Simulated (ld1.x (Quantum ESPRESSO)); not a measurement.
bismuth (Bi), TM: configuration errors across variants

```
Element                 : Bi (Z = 83)
Generator               : ld1.x (Quantum ESPRESSO) 7.5
Type                    : norm-conserving Troullier–Martins (Kleinman–Bylander form)
Functional              : PBEsol
Relativity              : scalar-relativistic
Frozen core             : [Xe] 4f14
Valence charge          : 15
Reference configuration : 5d10 6s2 6p1 (charge +2)
Partial waves           : 6p (bound): rc 2.35 bohr; 5d (bound): rc 1.45 bohr; 6s (bound): rc 1.75 bohr
Local potential         : the s channel
Core correction         : a·sin(br)/r model core, default radius (core density twice the valence density)
```

All-electron excitation energies from the reference (eV): (1) 5d10 6s2 6p3 -23.239; (2) 5d10 6s2 6p2 -15.290; (3) 5d10 6s2 6p0 23.357; (4) 5d10 6s1 6p0 68.835; (5) 5d10 6s1 6p4 -13.123; (6) 5d10 6s2 6p2.5 -20.126; (7) 5d10 6s1 6p3 -4.434.

3 further variants failed, have other tests or another functional or relativity, and are left out.

A true bound ghost makes a file unfit for plane-wave use even where its test errors are small: the radial tests pick states by their node count and pass the ghost by.

Errors AE − PS in meV (a dash: test not solved or not reliable):

```tsv
change	(1)	(2)	(3)	(4)	(5)	(6)	(7)	bound ghosts
base	+15	+8.1	-14	-42	-2.5	+12	-6.2	none
wave 6p (bound): rc 2.35 bohr becomes 6p (bound): rc 3.56 bohr	-4.8	-2.5	-48	-146	-5.2	-5.0	+3.3	none
wave 5d (bound): rc 1.45 bohr becomes 5d (bound): rc 1.14 bohr	+15	+8.1	-14	-42	-2.6	+12	-6.2	none
wave 6s (bound): rc 1.75 bohr becomes 6s (bound): rc 1.98 bohr	+15	+8.1	-14	-44	-1.2	+12	-5.3	none
```

Q: Give the same row for: local potential the d channel.

A: -2.5, +3.7, -14, -40, -11, +1.5, -6.2; bound ghosts: s, p.
